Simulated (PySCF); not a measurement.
All values below come from B3LYP-D3(BJ)/def2-TZVP // BP86-D3(BJ)/def2-SVP in PySCF. All species are isolated molecules in the gas phase. B3LYP has the VWN-RPA correlation part, as in Gaussian. 

Reference species: [Zn(F)2] (neutral, multiplicity 1).

```json
{
  "LUMO": "-2.41 eV",
  "HOMO–LUMO gap": "7.88 eV",
  "mean_distance_from_the_central_atom_to_its_bonded_neighbours": "1.737 Å",
  "charge on the central atom (Mulliken)": "0.94 e"
}
```

Changed species: [Zn(F)(H)] (1 of 2 F replaced by H; the reference has 0 of 2 F replaced by H).

What does the change do to the LUMO, HOMO–LUMO gap, mean distance from the central atom to its bonded neighbours and charge on the central atom (Mulliken)?

the LUMO increases by 1.52 eV, to -0.89 eV; the HOMO–LUMO gap rises by 0.77 eV, to 8.65 eV; the mean distance from the central atom to its bonded neighbours drops by 0.107 Å, to 1.630 Å; the charge on the central atom (Mulliken) drops by 0.44 e, to 0.50 e.
